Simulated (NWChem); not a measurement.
Molecule: GaP2H5; SMILES [PH2][GaH][PH2]

```xyz
8

Ga    -0.5648    -0.0158     0.0000
H     -2.1390    -0.2032     0.0000
P      0.5732    -0.0914    -2.0475
H     -0.3144     0.8173    -2.6928
H      1.5397     0.8994    -1.7124
P      0.5732    -0.0914     2.0475
H      1.5397     0.8994     1.7124
H     -0.3144     0.8173     2.6928
```
Atoms are numbered in this order, from 1.

Results from NWChem. The geometry was optimised at B3LYP/6-31G* (spherical d). Vertical excitations in the gas phase; the lowest state need not have the same character in each row.

| level | lowest excitation, singlet (eV) | oscillator strength of that lowest state | lowest triplet (eV) | orbital gap (eV) |
|---|---|---|---|---|
| PBE/def2-SVP, TDA | 4.02 | 0.071 | 3.31 | 3.57 |
| B3LYP/def2-SVP, TDA | 4.18 | 0.070 | 3.49 | 4.84 |
| Hartree-Fock/def2-SVP, CIS | … | … | … | … |

Task: Fill in the missing entries.

Result: 
- Hartree-Fock/def2-SVP, CIS, lowest excitation, singlet (eV): 5.12
- Hartree-Fock/def2-SVP, CIS, oscillator strength of that lowest state: 0.086
- Hartree-Fock/def2-SVP, CIS, lowest triplet (eV): 4.21
- Hartree-Fock/def2-SVP, CIS, orbital gap (eV): 10.32
